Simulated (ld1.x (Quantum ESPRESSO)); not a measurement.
Transferability test, RRKJ potential for beryllium

```json
{
  "Element": "Be",
  "Generator": "ld1.x (Quantum ESPRESSO) 7.5",
  "Type": "norm-conserving RRKJ (Kleinman–Bylander form)",
  "Functional": "PBE",
  "Relativity": "scalar-relativistic",
  "Frozen core": "[He]",
  "Valence charge": "2",
  "Reference configuration": "2s1.75 2p0.25",
  "Partial waves": "2s (bound): rc 2.20 bohr; 2p (bound): rc 2.66 bohr",
  "Local potential": "all-electron potential smoothed inside 2.16 bohr (lloc = -2)",
  "Core correction": "a·sin(br)/r model core inside 2.20 bohr",
  "rho0": "0.005"
}
```

Energies are relative to the spin-unpolarised reference configuration 2s1.75 2p0.25; without spin polarisation the order of configurations can differ from experiment.

```tsv
valence configuration	charge	ΔE all-electron (eV)	error AE − PS (meV)
2s2 2p0	0	-0.899	-0.2
2s1 2p0	+1	8.651	+15
2s1.5 2p0	+0.5	2.862	+3.0
2s0 2p2	0	6.352	-18
2s0 2p1	+1	12.561	-43
```

Problem. What are ΔE and the potential's error for 2s1 2p1?

Solution. ΔE = 2.713 eV all-electron; the error (AE − PS) is -2.8 meV.

Levels in the configuration 2s0 2p2:

```tsv
level	all-electron (eV)	pseudo (eV)
2p	-2.939	-2.951
```
